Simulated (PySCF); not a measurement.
Li2F2, singlet: computed properties

These are results of PBE0 in PySCF with Li def2-TZVP, F def2-TZVP; no relativity; density-fitted integrals, not measurements.

The structure is a minimum.

Z-matrix (Å, degrees; charge 0 multiplicity 1):
```
Li
Li 1 2.2214
F  1 1.7203 2 49.79
F  1 1.7203 2 49.79 3 180.00
```

```json
{"Point group": "D2h", "Bond lengths": "Li–F 1.720 Å (×4)", "Bond angles": "F–Li–F 99.6° (×2), Li–F–Li 80.4° (×2)", "Principal polarisabilities": "11.5, 11.5, 14.4 bohr³", "Dipole moment": "0.00 D", "Entropy at 298.15 K and 1 bar": "260.4 J/(mol K)", "Principal quadrupole moments (Buckingham, traceless) about the centre of mass": "-18.14, 0.76, 17.38 D Å", "Lowest empty level": "-0.35 eV", "Zero-point energy": "18.8 kJ/mol", "Rotational symmetry number": "4", "Heat capacity Cp at 298.15 K": "63.3 J/(mol K)", "Rotational constants": "0.9738, 0.2571, 0.2034 cm⁻¹", "Enthalpy at 298.15 K above 0 K": "13.51 kJ/mol", "Highest occupied level": "-8.82 eV", "Atomisation energy without zero-point energy": "1335 kJ/mol"}
```

Harmonic modes (masses in u: Li 7.016, F 18.998):
```tsv
symmetry	ω (cm⁻¹)	IR (km/mol)	μ (u)
b3u	296	220	8.45
ag	370	0.0	15.11
b3g	561	0.0	8.08
b1u	580	293	8.45
ag	671	0.0	7.75
b2u	672	292	8.45
```

In D2h the vibrations span b3u + 2ag + b3g + b1u + b2u. The ag, b3g modes carry no infrared intensity, as symmetry demands. With a centre of inversion only u modes can be infrared active and only g modes Raman active.

Charges (e):
```
atom  Mulliken  Löwdin  polar tensor  Mayer order to Li1
 Li1      0.79    0.59          0.84                   –
 Li2      0.79    0.59          0.84                0.00
F3,4     -0.79   -0.59         -0.84                0.21
```

Mulliken populations on Li1: s 2.05, p 0.16.

Only a few start shapes were tried, so a lower isomer may exist.

The final relaxation and frequency run took about 50 core-seconds on a shared host.
